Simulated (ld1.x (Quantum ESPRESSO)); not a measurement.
Which change was made? (O, TM)

O, norm-conserving Troullier–Martins (Kleinman–Bylander form), made with ld1.x (Quantum ESPRESSO) 7.5 (LDA (PZ), scalar-relativistic). Core [He], reference 2s2 2p2 (charge +2). Waves: 2s (bound): rc 0.65 bohr; 3d channel at 0.5 Ry: rc 1.40 bohr; 2p (bound): rc 1.60 bohr. Local part: the p channel. Core correction: none.

Cutoffs, loose and tight: the cutoffs (Ry, on a coarse ladder) from which the occupation-weighted sum of valence levels, in a spherical-Bessel basis at the reference potential, stays within 10 and 1 mRy of its value at 400 Ry. They do not see the model core or the augmentation charge, which bear on the density cutoff. Test errors are all-electron minus pseudo excitation energies from the reference, over the configurations 2s2 2p4; 2s2 2p3; 2s2 2p1; 2s2 2p3.5; 2s2 2p0; 2s1 2p5; 2s1 2p4 (two spin-polarised tests are not counted in the largest error); variants that change the core or the reference have their own tests.

The base gives: outcome: generated; cutoff, loose: 160 Ry; cutoff, tight: 300 Ry; bound ghosts: none; largest test error (meV): +1420.

**Question.** After one change the result is: outcome: generated; cutoff, loose: 160 Ry; cutoff, tight: 300 Ry; bound ghosts: none; largest test error (meV): +531. Which change was it?
A. wave 2p (bound): rc 1.60 bohr becomes 2p (bound): rc 1.10 bohr
B. wave 2p (bound): rc 1.60 bohr becomes 2p (bound): rc 2.08 bohr
C. wave 2p (bound): rc 1.60 bohr becomes 2p (bound): rc 1.84 bohr

**Answer.** A. The others give: wave 2p (bound): rc 1.60 bohr becomes 2p (bound): rc 2.08 bohr → outcome: generated; cutoff, loose: 160 Ry; cutoff, tight: 300 Ry; bound ghosts: none; largest test error (meV): +2983 | wave 2p (bound): rc 1.60 bohr becomes 2p (bound): rc 1.84 bohr → outcome: generated; cutoff, loose: 160 Ry; cutoff, tight: 300 Ry; bound ghosts: none; largest test error (meV): +2235.
